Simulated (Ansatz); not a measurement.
Cost and result for the atomization energy of CH₂BrCl (`ClCBr`) (5 atoms, 4 bonds).

The species carries charge 0 and has multiplicity 1. Correlated methods include outer-core shells of Br, which these sets cover unevenly. Scalar relativity is left out up to krypton. All single points use the PBE0-D4/def2-TZVP geometry. Program: Ansatz. All runs use 4 threads of an Arm Neoverse V2 on a shared host. Times are those of one run each, without the atoms' runs, and a repeat can differ threefold. Electronic energies, without spin–orbit coupling; frozen cores. CCSD(T)/CBS adds CCSD(T) − MP2 in def2-TZVPP to the MP2 limit, and its time is that of the two runs behind it. T1 = 0.008. With those shells the extrapolation isn't a true limit. B3LYP takes the VWN-RPA correlation (the form of Gaussian; ORCA's B3LYP/G).

CCSD(T)/CBS is a level of theory with its own doubt, some kJ/mol a heavy atom from the limit and from the frozen cores, so smaller differences don't rank the functionals.

```
                             level  functions  wall time
            LDA (SPW92)/def2-TZVPP        149     0.45 s
                  CCSD(T)/def2-SVP         74      0.6 s
              revPBE-D4/def2-TZVPP        149      0.7 s
               BHLYP-D4/def2-TZVPP        149        1 s
                PBE0-D4/def2-TZVPP        149      1.1 s
 B3LYP-D4/def2-TZVPP (with forces)        149      1.4 s
                 B2PLYP/def2-TZVPP        149      1.6 s
               PBE-QIDH/def2-TZVPP        149      1.6 s
r2SCAN-D4/def2-TZVPP (with forces)        149      1.9 s
             r2SCANh-D4/def2-TZVPP        149        2 s
                    MP2/def2-QZVPP        276      4.7 s
                CCSD(T)/def2-TZVPP        149      4.9 s
                 CCSD(T)/CBS(def2)          –      9.5 s
```

(1) What atomization energy does each give, and how far from CCSD(T)/CBS? (Estimate.)

## Answers

(1) The calculation gave: 
| level | atomization (kJ/mol) | difference from CCSD(T)/CBS | per bond |
| --- | --- | --- | --- |
| LDA (SPW92)/def2-TZVPP | 1761.0 | 252.0 | 63.0 |
| CCSD(T)/def2-SVP | 1394.8 | -114.2 | -28.6 |
| revPBE-D4/def2-TZVPP | 1509.6 | 0.6 | 0.1 |
| BHLYP-D4/def2-TZVPP | 1437.5 | -71.5 | -17.9 |
| PBE0-D4/def2-TZVPP | 1518.2 | 9.2 | 2.3 |
| B3LYP-D4/def2-TZVPP (with forces) | 1489.6 | -19.4 | -4.8 |
| B2PLYP/def2-TZVPP | 1477.8 | -31.2 | -7.8 |
| PBE-QIDH/def2-TZVPP | 1502.9 | -6.1 | -1.5 |
| r2SCAN-D4/def2-TZVPP (with forces) | 1512.7 | 3.7 | 0.9 |
| r2SCANh-D4/def2-TZVPP | 1501.2 | -7.8 | -1.9 |
| MP2/def2-QZVPP | 1528.0 | 19.0 | 4.8 |
| CCSD(T)/def2-TZVPP | 1460.5 | -48.5 | -12.1 |
| CCSD(T)/CBS(def2) | 1509.0 | 0.0 | 0.0 |

In def2-TZVPP, CCSD(T) changes the Hartree–Fock value by +410.5 kJ/mol (the triples alone add +31.4 kJ/mol) and MP2 by +449.9 kJ/mol; breaking electron pairs costs correlation energy, which Hartree–Fock lacks. Leaving LDA and LC-ωPBE aside and taking each functional with its dispersion term where it has one, the values, not all of them listed here, spread over 114.4 kJ/mol, from BHLYP-D4 to PBE-D4. LDA lies +218.8 kJ/mol from PBE without D4, its usual overbinding. At CCSD(T), def2-SVP lies −114.2 kJ/mol from the extrapolated value and def2-TZVPP −48.5 kJ/mol: correlation converges slowly with the basis, and small sets miss more of it in the bonded molecule than in its fragments.
